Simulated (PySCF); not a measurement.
**Titanium: a sound run and one with changed settings**

Sound run: Ti [Ar] 3d2 4s2, Ti⁺ [Ar] 3d2 4s1. Computed with PySCF 2.14 in x2c-TZVPall (6s5p4d1f, 48 functions), with scalar relativity by spin-free X2C-1e. The sound run starts from symmetry-adapted Hartree-Fock orbitals and uses a fine grid where one is needed.

A second run was set up differently.

```
species  method  sound run (hartree)  changed run (hartree)  converged
     Ti     UHF           -852.73677             -852.73677        yes
     Ti  M06-2X           -853.71444             -853.71808        yes
     Ti     LDA           -851.60300             -851.59910        yes
    Ti⁺     UHF           -852.53239             -852.53239        yes
    Ti⁺  M06-2X           -853.45062             -853.45316        yes
    Ti⁺     LDA           -851.34790             -851.34365        yes
```

Ionisation energy of Ti:

| method | sound run (eV) | changed run (eV) |
| --- | --- | --- |
| UHF | 5.561 | 5.561 |
| M06-2X | 7.179 | 7.209 |
| LDA | 6.942 | 6.951 |

(1) What was changed?
A. too few SCF iterations
B. angular grid far too coarse
C. a valence shell is frozen
D. all electrons correlated in a valence basis

Answers

(1) B. It used 14 angular points. A coarse angular grid integrates products of high-l functions wrongly, so density functionals can shift, and the SCF can exploit the error; Hartree-Fock and MP2 need no grid.
